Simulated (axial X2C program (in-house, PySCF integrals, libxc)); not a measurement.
## Working with the constants of In₂⁺

A bond curve at the CCSD(T) level, two-component, was computed with an axial X2C code built on PySCF integrals (basis In dyall-cv3z [11s12p9d4f1g] (cores contracted in-house)) for the state Ω = 1/2 (⟨Sz⟩ = 0.49, ⟨Lz⟩ = 0.01 at HF). Its fit gives Re = 3.5953 Å, ωe = 70.8 cm⁻¹, ωexe = 0.161 cm⁻¹ and αe = 8.777e-05 cm⁻¹; the masses are 114.9039 and 114.9039 u. Two-component means X2C with spin–orbit coupling and atomic mean-field Coulomb and Gaunt terms.

Correlated methods: 5 electrons correlated (number of frozen shells: In 4 s, 3 p, 2 d), 323 virtual spin orbitals or spinors in MP2, 89 natural virtuals in coupled cluster.

(1) Find the reduced mass, Be and the force constant.

(2) A Morse curve ties αe to the other constants (Pekeris). How well does that hold?

(3) Where do the fundamental and the first overtone lie?

(4) Estimate the centrifugal constant by the Kratzer relation.

(5) Estimate De from a Morse curve and compare with the computed well depth of 1.092 eV to In+ + In.

The state is a single determinant with fixed occupations, the lowest that a limited PBE0 search found. De is counted from the lowest determinant-based energies of the atoms at the same level, without counterpoise correction. CCSD and (T) use frozen natural virtuals with an MP2 correction for the truncation; (T) itself is uncorrected, so its De runs slightly low. With the outer-core shells frozen, correlated bond lengths of heavy atoms tend to come out a few hundredths of an ångström too long.

## Answers

(1) From the CCSD(T) values: μ = 57.4519 u. Be = 16.8576/(μ Re²) = 0.0227 cm⁻¹. k = 5.8918×10⁻⁷ μ ωe² = 0.17 mdyn/Å.

(2) αe(Morse) = 6Be²/ωe × (√(ωexe/Be) − 1) = 7.263e-05 cm⁻¹; the CCSD(T) curve gives 8.777e-05 cm⁻¹, a ratio of 0.83.

(3) ν(1←0) = ωe − 2ωexe = 70.5 cm⁻¹; ν(2←0) = 2ωe − 6ωexe = 140.6 cm⁻¹.

(4) D = 4Be³/ωe² = 9.33e-09 cm⁻¹.

(5) De(Morse) = ωe²/(4ωexe) = 0.965 eV against 1.092 eV computed, a ratio of 0.88. For De the Morse form works well here.
